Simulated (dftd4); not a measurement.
F$_{6}$Ru (SMILES [F][Ru]([F])([F])([F])([F])[F]), triplet, geometry from GFN2-xTB (such geometries of metal compounds can be far from the true shape); dftd4 with D4 for b3lyp.

Here is a job for dftd4.
```
$ dftd4 mol.xyz --func b3lyp --charge 0 --json dftd4.json --noedisp

# file mol.xyz
7

Ru     0.00000000    -0.00000000     0.00000000
F      1.11244871    -0.44890361    -1.39875666
F     -1.11244871     0.44890361     1.39875666
F     -1.15977093     0.80852538    -1.18186077
F     -0.90164630    -1.59384724    -0.20557649
F      0.90164630     1.59384724     0.20557649
F      1.15977093    -0.80852538     1.18186077
```

**Question.** What does dftd4 print? Leave out banner, timings and long lists.

**Answer.** 
```
                    ____  _____ _____     ____  _  _
      -------------|  _ \|  ___|_   _|---|  _ \| || |------------
     |             | | | | |_    | | ___ | | | | || |_           |
     |             | |_| |  _|   | ||___|| |_| |__   _|          |
     |             |____/|_|     |_|     |____/   |_|            |
     |             ===================================           |
     |            E. Caldeweyher, S. Ehlert & S. Grimme          |
     |          Mulliken Center for Theoretical Chemistry        |
     |                    University of Bonn                     |
      -----------------------------------------------------------

Rational (Becke-Johnson) damping: b3lyp-D4-ATM
---------------------
  s6         1.0000
  s8         2.0293
  s9         1.0000
  a1         0.4087
  a2         4.5381
 alp        16.0000
--------------------

Dispersion energy:      -9.5308813591161E-03 Eh

[Info] JSON dump of results written to 'dftd4.json'
```
